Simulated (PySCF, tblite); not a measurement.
Question: Give a GFN2-xTB geometry of `C#CC1=NN=CC(CC)=C1C#C`.

Answer: 
```
atom  x, y, z in Å
C1     3.9875   -0.5533    0.9258
C2     2.8511   -0.8359    0.6617
C3     1.5117   -1.1580    0.3368
N4     1.1378   -2.4246    0.4629
N5    -0.0694   -2.7890    0.1716
C6    -0.9510   -1.9094   -0.2631
C7    -0.6739   -0.5508   -0.4304
C8    -1.7198    0.4207   -0.8783
C9    -2.4193    1.0344    0.3373
C10    0.6216   -0.1489   -0.1069
C11    1.0435    1.1944   -0.2062
C12    1.3977    2.3397   -0.2811
H13    4.9823   -0.3162    1.1593
H14   -1.9302   -2.3087   -0.4897
H15   -1.2554    1.2154   -1.4669
H16   -2.4548   -0.0955   -1.4996
H17   -1.7046    1.5832    0.9474
H18   -2.8715    0.2558    0.9485
H19   -3.1998    1.7189    0.0153
H20    1.7114    3.3386   -0.3475
```

Any rigid rotation of these coordinates is as good. Atoms count from 1 in this order. The 6-membered ring C3–N4–N5–C6–C7–C10 has internal angles of 115.9° to 123.8° (sum 720°, against 720° for a flat polygon); it is planar, 0.00 Å rms from its mean plane, widest ring torsion 1°. Of the pairs four or more bonds apart, C11···H15 is among the closest relative to their van der Waals radii: 2.62 Å, 90 % of the sum of Bondi's values. The C–C distances run from 1.200 Å (C1≡C2, drawn triple) to 1.531 Å (C8–C9, drawn single), a spread of 0.331 Å.

Bonds between heavy atoms (Å): C1≡C2 1.200, C2–C3 1.415, C3–N4 1.327, N4–N5 1.294, N5–C6 1.319, C6–C7 1.397, C7–C8 1.496, C8–C9 1.531, C7–C10 1.394, C10–C11 1.411, C11≡C12 1.201, C3–C10 1.417.

Structure optimised with GFN2-xTB, isolated species.

Point group: C1 (no symmetry element, even within 0.4 Å). Its GFN2-xTB frequencies are all real (lowest 43 cm⁻¹). The numbers are those of one conformer (C6–C7–C8–C9 92°).

All values are computed, not measured.
